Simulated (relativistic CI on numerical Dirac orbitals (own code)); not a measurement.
## Energy levels of Os53+

Computed by Dirac-Coulomb-Breit CI, separate exchange-only KLI orbitals for each configuration, model QED (radiative potential, 1s self-energy scaled to tabulated hydrogen-like ionisation energies), unscaled Slater integrals (own radial code, finite nucleus).

Configurations in the expansion (outside the closed core [Ne]): 3s2.3p6.3d5, 3s2.3p5.3d6, 3s2.3p4.3d7, 3s.3p6.3d6, 3p6.3d7, 3s.3p5.3d7, 3s2.3p6.3d4.4s, 3s2.3p6.3d4.4p, 3s2.3p4.3d6.4s, 3s2.3p5.3d5.4s, 3s2.3p6.3d4.4f, 3p6.3d6.4s, 3s2.3p6.3d3.4s2, 3s2.3p6.3d4.5s, 3p6.3d5.4s2. Levels of other configurations are missing.

The lowest level is 3s2.3p6.3d5 2D_5/2, with 26 % of that term; Hund's rules for 3s2.3p6.3d5 give 6S with J = 5/2, of which the calculation keeps J, while another term leads.

```
No.  Configuration  Term     J   E (eV)    %  Next component (%)  Landé g  Lifetime (s)
  1    3s2.3p6.3d5    2D   5/2    0.000   26               25 4P    1.271              
  2    3s2.3p6.3d5    6S   5/2   67.563   34               22 2F    1.329      1.92e-07
  3    3s2.3p6.3d5    4G   7/2   79.867   32               26 2F    1.157      4.15e-07
  4    3s2.3p6.3d5    2H  11/2   81.330   45               31 4G    1.096              
  5    3s2.3p6.3d5    4D   3/2   81.722   37               28 4P    1.145      1.80e-07
  6    3s2.3p6.3d5    2G   9/2   87.292   33               26 4G    1.128      3.17e-04
  7    3s2.3p6.3d5    2D   5/2   91.177   35               25 4D    1.128      9.33e-06
  8    3s2.3p6.3d5    4P   1/2   95.121   40               32 2S    1.785      3.61e-05
  9    3s2.3p6.3d5    2F   7/2   95.952   39               34 2G    1.070      5.48e-06
 10    3s2.3p6.3d5    2D   3/2  113.836   63               18 4F    0.800      2.34e-06
 11    3s2.3p6.3d5    6S   5/2  146.039   36               27 2D    1.309      9.31e-08
 12    3s2.3p6.3d5    4D   7/2  155.492   52               42 4G    1.207      1.67e-07
 13    3s2.3p6.3d5    4G  11/2  156.018   50               49 2I    1.087      2.48e-07
 14    3s2.3p6.3d5    4G   9/2  158.066   63               35 2G    1.139      2.49e-07
 15    3s2.3p6.3d5    2I  13/2  161.392  100                        1.065      1.29e-06
 16    3s2.3p6.3d5    4D   1/2  163.197   78               17 2S    0.440      1.34e-07
 17    3s2.3p6.3d5    4P   3/2  164.067   53               35 4F    1.160      9.75e-08
 18    3s2.3p6.3d5    2F   5/2  165.568   42               33 4D    1.021      1.76e-07
 19    3s2.3p6.3d5    2H   9/2  170.945   53               47 4F    1.095      1.52e-07
 20    3s2.3p6.3d5    2G   7/2  173.795   61               35 2F    0.979      4.90e-07
 21    3s2.3p6.3d5    4F   5/2  175.857   65               26 2D    1.046      1.40e-07
 22    3s2.3p6.3d5    2D   3/2  176.418   84               14 4D    0.851      3.68e-07
 23    3s2.3p6.3d5    2G   7/2  182.767   48               33 2F    1.027      2.78e-07
 24    3s2.3p6.3d5    4P   1/2  182.770   45               40 2P    1.750      1.87e-07
 25    3s2.3p6.3d5    2G   9/2  192.291   80               10 4F    1.102      4.89e-07
 26    3s2.3p6.3d5    2P   3/2  208.525   74               23 2D    1.176      4.74e-07
 27    3s2.3p6.3d5    2D   5/2  212.365   79               10 2F    1.174      2.80e-07
 28    3s2.3p6.3d5    4P   5/2  234.789   34               27 2F    1.234      6.24e-08
 29    3s2.3p6.3d5    2F   7/2  244.468   28               27 4F    1.176      9.02e-08
 30    3s2.3p6.3d5    2H  11/2  246.141   54               27 2I    1.066      1.16e-07
```

Energies count from the lowest computed level; lifetimes are radiative, by E1, M1, E2, M2 decay to levels of this space only; some are left blank where a channel outside the calculation adds to the decay or the decay crosses a small, uncertain gap.

The mean weight of the leading LS term, summed over parents, in these 30 levels is 52 %, and that of the leading jj configuration (from the same eigenvectors) 97 %, so jj coupling describes them better and the LS labels are nominal.

At this charge energies of transitions that change n are usually good to better than 1 %, and those within a shell (Δn = 0) to a few per cent.

LS names give the leading component of a level, which can be under half, so a name can repeat, a term be missing and a line seem to break the LS rules.
